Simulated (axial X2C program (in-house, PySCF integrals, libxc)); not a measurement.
Worked dissociation energy of AlMo: PBE0, without spin–orbit coupling

Calculated with an axial X2C code built on PySCF integrals. Spin-free means the one-electron spin-free X2C Hamiltonian. Basis: Mo dyall-cv3z [11s12p9d5f3g], Al dyall-v3z [8s8p2d1f] (cores contracted in-house); Gaussian nuclei, density fitting, unrestricted open shells. Masses: Mo 97.905 u, Al 26.982 u.

Molecular state: M_S = 5/2, Λ = 0 (beyond evenly filled blocks: σα, π+α, π-α, δ+α, δ-α).

```
E(Mo) (2M_S = 6, M_L = 0) : -4048.093420 hartree
E(Al) (2M_S = 1, M_L = 0) : -242.696878 hartree
E(AlMo) at Re             : -4290.835547 hartree
ωe                        : 218.3 cm⁻¹
ωexe                      : 1.03 cm⁻¹
```

(1) Work out De and D0.

The state is one determinant whose occupation by symmetry is held fixed; it was picked as the lowest of a PBE0 search that is not exhaustive. De is counted from the lowest determinant-based energies of the atoms at the same level, without counterpoise correction. PBE0 can misorder states that lie within some tenths of an eV, so this need not be the ground state of the molecule. The nearest other spin-free determinant of the search, M_S = 5/2, Λ = 1, lies 0.38 eV up at the distance of the search. The determinant is spin-polarised beyond a pure state at some levels (its spin-free form has ⟨S²⟩ too high), which makes Re and μ there less reliable.

Each atomic determinant is the lowest at this level and need not be a pure term. Totals compare only within one Hamiltonian and basis.

Results:

(1) De = -4048.093420 + (-242.696878) − (-4290.835547) = 0.04525 hartree = 1.231 eV. The zero-point energy is ωe/2 − ωexe/4 = 109 cm⁻¹ = 0.013 eV, so D0 = 1.218 eV.
